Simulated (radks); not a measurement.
Question: Species: Bi+. Configuration: [Xe] 4f14 5d8 6s1 6p5 (not the ground configuration). All-electron calculation, non-relativistic Kohn-Sham, PBE, spin-polarised, spherical densities, point nucleus; open shells are filled with parallel spins first (spin-orbit coupling, left out, can overturn this in heavy ions); relativity is left out, which matters for an element this heavy. Program: a radial shooting solver on a logarithmic mesh with Libxc functionals. Some entries of the table are withheld. Estimate them.

orbital,occ.,eigenvalue (eV),r(max) (bohr)
1s up,1,-81045.91,0.01210
1s down,1,-81045.85,0.01210
2s up,1,-13716.62,0.06568
2s down,1,-13716.31,0.06568
2p up,3,-13216.43,0.05091
2p down,3,-13216.18,0.05091
3s up,1,-3306.834,0.1788
3s down,1,-3306.685,0.1788
3p up,3,-3068.194,0.1680
3p down,3,-3068.042,0.1680
3d up,5,-2622.857,0.1316
3d down,5,-2622.636,0.1316
4s up,1,-760.8054,0.3960
4s down,1,-760.5476,0.3960
4p up,3,-655.4741,0.3942
4p down,3,-655.1957,0.3942
4d up,5,-460.8145,0.3846
4d down,5,-460.4831,0.3847
4f up,7,-196.3051,0.3375
4f down,7,-195.9181,0.3375
5s up,1,-147.3835,0.8538
5s down,1,-145.6141,0.8528
5p up,3,(1),0.8939
5p down,3,(2),0.8928
5d up,5,-50.7496,1.010
5d down,3,-48.7834,1.008
6s up,1,-23.6848,1.978
6s down,0,-21.9157,1.987
6p up,3,-15.2127,2.246
6p down,2,-13.7088,2.280

Answer: 
(1) 5p up eigenvalue (eV): -111.0205
(2) 5p down eigenvalue (eV): -109.1806
